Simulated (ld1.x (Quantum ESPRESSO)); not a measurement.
**Plane-wave convergence, TM potential for magnesium (Mg)**

ld1.x (Quantum ESPRESSO) 7.5 input, shortened:

```
&input
   title='Mg', zed=12., rel=1, dft='PW91', iswitch=3,
   config='[Ne] 3s2 3p0 3d-2'
 /
 &inputp
   pseudotype=2, tm=.true., lloc=0,
   nlcc=.false.
 /
3
3P  2  1   0.00   0.00  3.40  3.40  0.0
3D  3  2  -2.00   0.30  3.55  3.55  0.0
3S  1  0   2.00   0.00  1.95  1.95  0.0
 &test
   configts(1)='3s2 3p0'
 /
```

The pseudo-atom Hamiltonian at the reference potential is diagonalised in spherical Bessel functions j_l(qr) that vanish at 20 bohr, with q² up to the cutoff. All-electron valence levels (Ry): 3p -0.1007, 3s -0.3482.

How do the lowest levels (Ry) of each channel move with the cutoff, and are there ghosts?

| cutoff (Ry) | p #1 | d #1 | s #1 | s #2 | f #1 | f #2 | Σ f·Δε (mRy) |
| --- | --- | --- | --- | --- | --- | --- | --- |
| 8 | -0.1006 | 0.0546 | -0.3469 | 0.0010 | 0.1139 | 0.2266 | 2.7 |
| 10 | -0.1007 | 0.0546 | -0.3471 | 0.0010 | 0.1139 | 0.2266 | 2.2 |
| 12 | -0.1007 | 0.0546 | -0.3471 | 0.0010 | 0.1139 | 0.2266 | 2.1 |
| 15 | -0.1007 | 0.0546 | -0.3473 | 0.0010 | 0.1139 | 0.2266 | 1.7 |
| 18 | -0.1007 | 0.0546 | -0.3478 | 0.0009 | 0.1139 | 0.2266 | 0.8 |
| 21 | -0.1007 | 0.0546 | -0.3480 | 0.0009 | 0.1139 | 0.2266 | 0.3 |
| 25 | -0.1007 | 0.0546 | -0.3481 | 0.0008 | 0.1139 | 0.2266 | 0.1 |
| 400 | -0.1007 | 0.0546 | -0.3482 | 0.0008 | 0.1139 | 0.2266 | 0.0 |

Result: no extra level below or beside the all-electron valence levels (p, d, s, f tested); 10 mRy is reached at 8 Ry and 1 mRy at 18 Ry.
